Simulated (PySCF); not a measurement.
**Ta²⁺: excitation energy**

Ta²⁺ [Xe] 4f14 5d3 (4F) → Ta²⁺ [Xe] 4f14 5d2 6s1 (4F), as a difference of total energies. Calculation: PySCF 2.14, in def2-QZVPPD with the def2 core potential (60 electrons); scalar relativity through the core potential. Correlated levels: valence: 5s2 5p6 frozen. The calculations carry no spin-orbit coupling.

```tsv
method	excitation energy (eV)
UHF	0.744
MP2 (valence)	0.796
SCS-MP2 (valence)	0.762
CCSD (valence)	0.793
CCSD(T) (valence)	0.793
```

**Question.** How much does correlation contribute at CCSD(T) (valence)?

**Answer.** 0.793 − (0.744) = 0.049 eV, measured against UHF.
